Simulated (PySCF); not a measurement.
GaP, triplet, at a GFN2-xTB geometry (such geometries of metal compounds can be far from the true shape); SCAN/6-31G** (PySCF).

Here is a job for PySCF.
```python
from pyscf import gto, scf, dft

mol = gto.Mole()
mol.atom = '''
    Ga   -0.00000000   -0.00000000   -0.74669457
    P     0.00000000    0.00000000    1.54316877
'''
mol.basis = '6-31g**'
mol.spin = 2
mol.verbose = 4
mol.build()

mf = dft.UKS(mol)
mf.xc = 'scan'
mf.kernel()
mf.analyze()
```

What the program printed (banner, timings and long lists left out):

```
PySCF version 2.14.0

[INPUT] verbose = 4
[INPUT] num. atoms = 2
[INPUT] num. electrons = 46
[INPUT] charge = 0
[INPUT] spin (= nelec alpha-beta = 2S) = 2
[INPUT] symmetry False subgroup None
[INPUT] Mole.unit = angstrom
[INPUT] Symbol           X                Y                Z      unit          X                Y                Z       unit  Magmom
[...]
nuclear repulsion = 107.459427285211
number of shells = 20
number of NR pGTOs = 146
number of NR cGTOs = 50
basis = 6-31g**
ecp = {}

******** <class 'pyscf.dft.uks.UKS'> ********
method = UKS
initial guess = minao
damping factor = 0
level_shift factor = 0
DIIS = <class 'pyscf.scf.diis.CDIIS'>
diis_start_cycle = 1
diis_space = 8
diis_damp = 0
SCF conv_tol = 1e-09
SCF conv_tol_grad = None
SCF max_cycles = 50
direct_scf = True
direct_scf_tol = 1e-13
number electrons alpha = 24  beta = 22
XC library pyscf.dft.libxc version 7.1.2
    S. Lehtola, C. Steigemann, M. J. T. Oliveira, and M. A. L. Marques,  SoftwareX 7, 1–5 (2018)
XC functionals = scan
    J. Sun, A. Ruzsinszky, and J. P. Perdew,  Phys. Rev. Lett. 115, 036402 (2015)
    J. Sun, A. Ruzsinszky, and J. P. Perdew,  Phys. Rev. Lett. 115, 036402 (2015)
radial grids:
    Treutler-Ahlrichs [JCP 102, 346 (1995); DOI:10.1063/1.469408] (M4) radial grids

becke partition: Becke, JCP 88, 2547 (1988); DOI:10.1063/1.454033
pruning grids: <function nwchem_prune>
grids dens level: 3
symmetrized grids: False
atomic radii adjust function: <function treutler_atomic_radii_adjust>
small_rho_cutoff = 0
Set gradient conv threshold to 3.16228e-05
tot grids = 40088
init E= -2265.53899290293

cycle= 1 E= -2265.96586877564  delta_E= -0.427  |g|= 0.386  |ddm|= 1.24
cycle= 2 E= -2265.21722279188  delta_E= 0.749  |g|= 0.974  |ddm|= 1.64
cycle= 3 E= -2265.97070623502  delta_E= -0.753  |g|= 0.23  |ddm|= 1.67
cycle= 4 E= -2266.0288830679  delta_E= -0.0582  |g|= 0.0371  |ddm|= 0.482
cycle= 5 E= -2266.03031201927  delta_E= -0.00143  |g|= 0.0138  |ddm|= 0.0658
cycle= 6 E= -2266.0305544633  delta_E= -0.000242  |g|= 0.00575  |ddm|= 0.0291
cycle= 7 E= -2266.03060831697  delta_E= -5.39e-05  |g|= 0.00134  |ddm|= 0.0166
cycle= 8 E= -2266.03061645082  delta_E= -8.13e-06  |g|= 0.000547  |ddm|= 0.00839
cycle= 9 E= -2266.03061810538  delta_E= -1.65e-06  |g|= 0.00015  |ddm|= 0.00452
cycle= 10 E= -2266.03061830824  delta_E= -2.03e-07  |g|= 8.8e-05  |ddm|= 0.00183
cycle= 11 E= -2266.03061839288  delta_E= -8.46e-08  |g|= 8.41e-05  |ddm|= 0.00101
[...]
SCF not converged.
Total Energy =                       -2266.030623502733761
[...]
[...]
To work with the spin densities directly, `use mulliken_meta_spin()` only printing them here.

 ** Mulliken spin pop alpha/beta on meta-lowdin orthogonal AOs **
 ** Mulliken Spin Density (per AO)  **
spin_pop of  0 Ga 1s        0.00000
spin_pop of  0 Ga 2s        0.00001
spin_pop of  0 Ga 3s        0.00054
spin_pop of  0 Ga 4s        0.10969
spin_pop of  0 Ga 5s        0.00303
spin_pop of  0 Ga 2px      -0.00000
spin_pop of  0 Ga 2py       0.00000
spin_pop of  0 Ga 2pz       0.00000
spin_pop of  0 Ga 3px      -0.00000
spin_pop of  0 Ga 3py       0.00000
spin_pop of  0 Ga 3pz       0.00001
spin_pop of  0 Ga 4px      -0.09156
spin_pop of  0 Ga 4py       0.14751
spin_pop of  0 Ga 4pz       0.33297
spin_pop of  0 Ga 5px       0.00007
spin_pop of  0 Ga 5py       0.00102
spin_pop of  0 Ga 5pz       0.00629
spin_pop of  0 Ga 3dxy     -0.00007
spin_pop of  0 Ga 3dyz     -0.00021
spin_pop of  0 Ga 3dz^2     0.00026
spin_pop of  0 Ga 3dxz     -0.00029
spin_pop of  0 Ga 3dx2-y2   -0.00008
spin_pop of  0 Ga 4dxy      0.00004
spin_pop of  0 Ga 4dyz      0.00128
spin_pop of  0 Ga 4dz^2     0.00092
spin_pop of  0 Ga 4dxz     -0.00072
spin_pop of  0 Ga 4dx2-y2    0.00009
spin_pop of  0 Ga 5dxy      0.00003
spin_pop of  0 Ga 5dyz      0.00102
spin_pop of  0 Ga 5dz^2     0.00067
spin_pop of  0 Ga 5dxz     -0.00057
spin_pop of  0 Ga 5dx2-y2    0.00007
spin_pop of  1 P 1s        0.00000
spin_pop of  1 P 2s        0.00019
spin_pop of  1 P 3s        0.01398
spin_pop of  1 P 4s        0.00215
spin_pop of  1 P 2px       0.00001
spin_pop of  1 P 2py       0.00008
spin_pop of  1 P 2pz       0.00005
spin_pop of  1 P 3px       0.09487
spin_pop of  1 P 3py       0.84726
spin_pop of  1 P 3pz       0.52659
spin_pop of  1 P 4px      -0.00015
spin_pop of  1 P 4py       0.00002
spin_pop of  1 P 4pz       0.00086
spin_pop of  1 P 3dxy      0.00000
spin_pop of  1 P 3dyz      0.00085
spin_pop of  1 P 3dz^2     0.00147
spin_pop of  1 P 3dxz     -0.00048
spin_pop of  1 P 3dx2-y2    0.00024
 ** Mulliken Spin Density (per atom)  **
spin density of  0 Ga =      0.51201
spin density of  1 P =      1.48799
 ** Mulliken pop alpha/beta on meta-lowdin orthogonal AOs **
 ** Mulliken pop       alpha | beta **
In total            24.00000 | 22.00000
 ** Mulliken atomic charges   ( Nelec_alpha | Nelec_beta ) **
charge of  0Ga =      0.14397  (    15.68402     15.17201 )
charge of  1P =     -0.14397  (     8.31598      6.82799 )
Dipole moment(X, Y, Z, Debye): -0.00000,  0.00000, -2.08124
```

The run did not converge; its last values are not results.
